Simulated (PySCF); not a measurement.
# From a computed spectrum to the compound

A species of 5 atoms with charge 1 has these harmonic modes (PBE0, small Gaussian bases with core potentials, PySCF 2.14.0):

```
cm⁻¹  km/mol  symmetry
  77     0.3         a
 109     0.7         a
 203    61.6         b
 345     6.5         a
 358    24.2         b
 415    67.1         b
 442     1.7         a
2660     0.2         a
2660    34.4         b
```

(1) Which species is it, and in which structure?

## Answers

(1) [Lu(SH)2]+ (singlet in the valence; each metal's 4f electrons, 14 of them, lie in its core potential, out of spins and levels):
```xyz
5

Lu    0.0000    0.0000   -0.4172
S     1.8645   -0.0692    1.1352
H     2.8327   -0.2434    0.1971
S    -1.8645    0.0692    1.1352
H    -2.8327    0.2434    0.1971
```
Ideal gas at 298.15 K and 1 bar: S = 343.0 J/(mol K), Cp = 82.2 J/(mol K), H − H(0 K) = 18.7 kJ/mol (rigid rotor, harmonic modes, spin degeneracy alone, that of the 4f electrons in the core included). An lcecp potential fixes the number of 4f electrons, so in runs with it no electron can move into or out of that shell.
 The answer isn't unique; the calculation gave this one.
